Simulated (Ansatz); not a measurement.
Reaction (substitution at a C–O bond): `C/N=C(\F)OC` + HI → `C/N=C(\F)I` + CH₃OH

Calculated with Ansatz (gas phase, PBE0-D4/def2-TZVP geometries, no zero-point term in ΔE). CBS: MP2 limit from def2 TZ/QZ plus the TZ coupled-cluster correction, frozen cores. This one scheme is used for every species. Double bonds are as drawn, so ΔE can hold a change between cis and trans. Functionals use def2-TZVPP. B3LYP here is the variant with VWN-RPA as its local correlation; programs differ in this. HSE06 is defined as in plane-wave codes. def2 core potentials past Kr. For I outer-core shells are correlated without core-valence functions, which leaves a few kJ/mol of doubt a bond.

```tsv
level	ΔE (kJ/mol)	difference from CCSD(T)/CBS
LDA (SPW92)	66.1	20.4
PBE-D4	45.1	-0.6
revPBE-D4	42.3	-3.4
BLYP-D4	40.6	-5.1
r2SCAN-D4	55.9	10.2
PBE0-D4	55.2	9.5
B3LYP-D4	50.1	4.4
r2SCANh-D4	58.5	12.8
r2SCAN0-D4	62.3	16.6
HSE06-D4	54.7	9.0
CAM-B3LYP-D4	61.1	15.4
ωB97X-V	59.7	14.0
ωB97M-V	57.1	11.4
B2PLYP	50.8	5.1
PBE	45.2	-0.5
revPBE	38.9	-6.8
BLYP	41.1	-4.6
r2SCAN	55.6	9.9
B3LYP	51.1	5.4
r2SCANh	58.2	12.5
HSE06	55.0	9.3
BHLYP	63.8	18.1
CAM-B3LYP	61.5	15.8
LC-ωPBE	61.7	16.0
RPA@PBE/def2-TZVPP	52.2	6.5
HF/def2-SVP	100.6	54.9
MP2/def2-SVP	78.3	32.6
CCSD/def2-SVP	83.5	37.8
CCSD(T)/def2-SVP	81.5	35.8
HF/def2-TZVPP	77.2	31.5
MP2/def2-TZVPP	47.4	1.7
SCS-MP2/def2-TZVPP	48.3	2.6
CCSD/def2-TZVPP	57.4	11.7
CCSD(T)/def2-TZVPP	53.6	7.9
HF/def2-QZVPP	76.0	30.3
MP2/def2-QZVPP	42.4	-3.3
SCS-MP2/def2-QZVPP	43.8	-1.9
HF/CBS(def2)	75.9	30.2
MP2/CBS(def2)	39.5	-6.2
CCSD/CBS(def2)	49.5	3.8
CCSD(T)/CBS	45.7	0
```

Largest T1 diagnostic among the species: 0.012.

From PBE to PBE0 (25 % exact exchange), in def2-TZVPP and without D4, ΔE moves by +10.2 kJ/mol. At CCSD(T), def2-SVP lies +35.8 kJ/mol from the extrapolated value and def2-TZVPP +7.9 kJ/mol.

CCSD(T)/CBS has its own doubt, a few kJ/mol and more with outer-core shells, so smaller differences from it don't rank the levels.
